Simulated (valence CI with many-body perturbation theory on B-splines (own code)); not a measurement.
## Cs41+: what each term of the Hamiltonian does

Computed by valence CI with perturbative core correlation (CI+MBPT): four valence electrons over a frozen Dirac-Fock core [Ne], a basis of 11 s, 11 p, 9 d, 7 f, 5 g, 2 h, 1 i functions for each j, with the one-electron correlation potential Σ1, the two-electron term Σ2, the three-electron term Σ3, Breit, model QED; selected CI, second order for the rest (own B-spline code, finite nucleus).

The last digits are not significant, and no measured levels were compared; by estimate large intervals hold to a few tenths of a per cent, small ones and those within an open d or f shell to about a per cent.

Each rung adds one term. CI alone is the Dirac-Coulomb CI over the frozen core; QED comes last and gives the full result, which names the levels. Energies are above (3s^2 3p1/2^2) J=0 on the same rung, in eV.

Levels are named by their leading jj configuration (3d3/2^4 stands for four electrons in 3d with j = 3/2), which in mixed levels can hold well under half, so a name can repeat and another be missing. Letters in brackets count levels of one name in rising energy.

```
                         Level  CI alone      Σ1      Σ2      Σ3   Breit     QED    Full
        (3s^2 3p1/2 3p3/2) J=1     81.86  +0.086  +0.078  +0.017  -1.264  +0.151   80.93
        (3s^2 3p1/2 3p3/2) J=2     88.64  +0.087  +0.048  +0.004  -1.451  +0.151   87.48
            (3s^2 3p3/2^2) J=2    175.16  +0.171  +0.126  +0.009  -2.614  +0.289  173.14
        (3s 3p1/2^2 3p3/2) J=2    187.40  -0.130  +0.085  +0.062  -0.194  -1.316  185.91
            (3s^2 3p3/2^2) J=0    189.33  +0.172  +0.064  -0.022  -2.421  +0.284  187.41
        (3s 3p1/2^2 3p3/2) J=1    207.84  -0.127  -0.126  +0.041  -0.256  -1.197  206.18
        (3s^2 3p1/2 3d3/2) J=2    233.70  -0.110  -0.111  -0.019  -1.910  -0.083  231.47
    (3s 3p1/2 3p3/2^2) J=2 [a]    255.10  -0.042  +0.097  +0.045  -1.860  -0.635  252.70
        (3s^2 3p1/2 3d3/2) J=1    261.65  -0.112  -0.671  -0.111  -1.536  -0.275  258.94
        (3s^2 3p1/2 3d5/2) J=3    262.20  -0.035  -0.063  -0.010  -2.505  -0.279  259.31
        (3s^2 3p1/2 3d5/2) J=2    279.00  -0.044  -0.315  -0.044  -1.874  -0.595  276.13
        (3s 3p1/2 3p3/2^2) J=3    283.09  -0.041  -0.078  +0.004  -1.980  -0.838  280.16
        (3s 3p1/2 3p3/2^2) J=0    287.80  -0.045  +0.083  +0.041  -1.287  -1.087  285.51
    (3s 3p1/2 3p3/2^2) J=1 [a]    296.40  -0.043  -0.069  +0.031  -1.531  -1.038  293.75
    (3s 3p1/2 3p3/2^2) J=2 [b]    300.23  -0.043  -0.258  +0.018  -1.778  -0.904  297.27
    (3s 3p1/2 3p3/2^2) J=1 [b]    307.16  -0.048  -0.490  +0.005  -1.298  -1.180  304.15
        (3s 3p1/2^2 3d3/2) J=1    341.18  -0.327  -0.146  -0.001  -0.481  -1.561  338.66
        (3s^2 3p3/2 3d3/2) J=2    342.72  -0.031  -0.645  -0.085  -2.767  -0.227  338.96
        (3s^2 3p3/2 3d3/2) J=3    343.03  -0.022  -0.456  -0.100  -3.261  +0.021  339.21
        (3s^2 3p3/2 3d3/2) J=1    343.07  -0.027  -0.513  -0.079  -2.826  -0.113  339.51
        (3s^2 3p3/2 3d3/2) J=0    344.30  -0.027  -0.477  -0.091  -2.728  -0.053  340.92
        (3s^2 3p3/2 3d5/2) J=4    345.19  +0.054  -0.048  -0.032  -3.986  +0.142  341.32
        (3s^2 3p3/2 3d5/2) J=2    344.95  +0.048  +0.013  +0.006  -3.565  -0.110  341.35
        (3s 3p1/2^2 3d3/2) J=2    345.42  -0.322  -0.179  -0.008  -0.627  -1.568  342.71
        (3s 3p1/2^2 3d5/2) J=3    369.75  -0.249  -0.273  -0.022  -1.420  -1.496  366.29
        (3s^2 3p3/2 3d5/2) J=3    371.28  +0.041  -0.571  -0.145  -3.785  +0.090  366.91
        (3s^2 3p3/2 3d5/2) J=1    374.63  +0.049  -0.376  -0.148  -3.482  +0.006  370.68
        (3s 3p1/2^2 3d5/2) J=2    377.60  -0.254  -0.260  -0.015  -1.146  -1.655  374.27
              (3s 3p3/2^3) J=2    388.15  +0.036  -0.418  -0.046  -2.756  -0.846  384.12
(3s 3p1/2 3p3/2 3d3/2) J=2 [a]    405.66  -0.252  -0.166  +0.039  -1.077  -1.878  402.33
              (3s 3p3/2^3) J=1    406.92  +0.034  -0.625  -0.049  -2.590  -0.981  402.71
```

The middle columns are the shifts that each term adds.

Q: How does the ionisation energy move along the ladder, and which term matters most?

A: CI alone 3123.1, + Σ1 3124.2, + Σ2 3124.2, + Σ3 3124.0, + Breit 3120.6, + QED 3120.7 eV. The largest step is Breit, -3.3 eV. NIST lists 3118 ± 4 eV (theoretical).
